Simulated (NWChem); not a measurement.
## Atomisation of H7GeNSi

```
Si
N 1 1.7550
H 2 1.0248 1 116.91
H 2 1.0248 3 108.91 1 135.25
H 1 1.5061 2 107.57 3 -55.20
H 1 1.5061 5 109.54 2 116.65
Ge 1 2.4118 5 108.27 6 117.87
H 7 1.5563 1 113.50 5 -59.34
H 7 1.5569 8 107.36 1 -122.86
H 7 1.5569 8 107.36 9 -114.28
```
Charge 0, spin multiplicity 1.

Program: NWChem. The geometry was optimised at PBE/def2-SVP, a minimum by its harmonic frequencies. It is one conformer; others weren't searched.

Basis set: def2-TZVP. The atomisation energy is electronic alone: no zero-point, thermal, spin-orbit or counterpoise terms. No value is extrapolated to the basis-set limit. Free atoms are single determinants with multiplicities Si 3, N 4, Ge 3, H 2. Correlated methods freeze the same cores in atoms and molecule, 15 orbitals in all.

| method | atomisation energy (kcal/mol) | relative cost |
|---|---|---|
| PBE | 694.2 | under 3 |
| MP2 | 664.8 | under 3 |
| HF | 503.8 | 1 |
| B3LYP | 694.7 | under 3 |
| PBE0 | 688.6 | under 3 |
| CAM-B3LYP | 700.6 | 10 |
| BLYP | 687.1 | under 3 |
| LC-wPBE (omega 0.3 per bohr) | 692.2 | 10 |

The values span 196.8 kcal/mol, from HF (lowest) to CAM-B3LYP (highest). The cost column gives rough processor time relative to HF; each entry includes its own SCF. Costs are the molecule's.

The Hamiltonian is non-relativistic. B3LYP has NWChem's definition, with VWN1-RPA local correlation. GW and range-separated runs recompute their integrals, the others keep them in memory, which bears on the times. The structure started from a generated list of species. The stability of the SCF solutions was not checked. Open-shell Hartree-Fock references start from PBE0 orbitals; any time given for them includes that run.
